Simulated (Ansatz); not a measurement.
Reaction (formal exchange of groups at the Si–C bond): `C[Si@@H](O)[Si@H](O)Cl` + `COC(C)(F)F` → `CO[Si@@H](O)[Si@@H](O)Cl` + `CC(C)(F)F`

Isolated molecules relaxed with PBE0-D4/def2-TZVP in Ansatz; ΔE leaves out vibrations. CCSD(T)/CBS adds triple-zeta CCSD(T) − MP2 to the extrapolated MP2 energy (def2 sets, frozen cores). Functionals use def2-TZVPP. One conformer a species, not always the lowest.

```csv
species,B2PLYP energy (Eh)
`C[Si@@H](O)[Si@H](O)Cl`,-1231.72789
`COC(C)(F)F`,-392.74939
`CO[Si@@H](O)[Si@@H](O)Cl`,-1306.96695
`CC(C)(F)F`,-317.55056
```

Work out ΔE.

ΔE = (-1306.96695) + (-317.55056) − (-1231.72789) − (-392.74939) = -0.04023 Eh = -1.09 eV. CCSD(T)/CBS gives -1.09 eV.

Largest T1 diagnostic among the species: 0.012.

In def2-TZVPP, CCSD(T) changes the Hartree–Fock value by +0.11 eV (the triples alone add +0.03 eV) and MP2 by +0.07 eV.
